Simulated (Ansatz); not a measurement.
Relaxation of BClH7N3 (12 atoms, charge 0, multiplicity 1), to a largest force component of 0.03 eV/Å in at most 50 steps.

Computed with Ansatz, RKS r2SCAN/6-31G*.

```xyz
12
Properties=species:S:1:pos:R:3
B -0.021 -0.159 0.097
N -0.012 -0.379 1.589
H -0.769 -0.942 1.959
H 0.868 -0.669 1.999
N 1.215 0.032 -0.583
H 2.076 0.176 -0.077
H 1.242 0.450 -1.501
N -1.274 -0.227 -0.589
H -2.131 -0.081 -0.073
H -1.346 0.161 -1.520
Cl -0.478 2.836 0.647
H -0.349 1.839 1.529
```

Q: Where does it end, and by what steps?

A: The run converged. The force dipped under the threshold on the way, but the program's further checks kept it going. After 34 steps the energy has fallen by 0.467 eV; Cl11 moved furthest, 2.14 Å. Joined: N2–H12 (2.24 → 1.18 Å).

```tsv
step	energy less start (eV)	largest force component (eV/Å)	accepted
0	0.0000	1.292	yes
2	-0.2375	0.357	yes
4	-0.3564	0.424	yes
6	-0.4007	0.197	yes
8	-0.4113	0.199	yes
10	-0.4141	0.048	yes
12	-0.4153	0.047	yes
14	-0.4175	0.153	yes
16	-0.4213	0.217	yes
18	-0.4291	0.119	yes
20	-0.4364	0.075	yes
22	-0.4401	0.270	yes
24	-0.4551	0.305	yes
26	-0.4632	0.076	yes
28	-0.4638	0.053	yes
30	-0.4660	0.040	yes
32	-0.4668	0.040	yes
34	-0.4672	0.028	yes
```

```xyz
12
Properties=species:S:1:pos:R:3
B 0.105 0.020 -0.096
N 0.186 0.309 1.414
H -0.024 -0.513 1.983
H 1.088 0.675 1.720
N 1.249 -0.512 -0.732
H 2.079 -0.812 -0.243
H 1.283 -0.699 -1.723
N -1.130 0.319 -0.674
H -1.810 0.875 -0.153
H -1.339 0.202 -1.655
Cl -2.008 2.087 1.943
H -0.656 1.086 1.692
```

The run took 2 min on 2 threads of Arm Neoverse V1, on a shared host, peak memory 0.16 GiB.
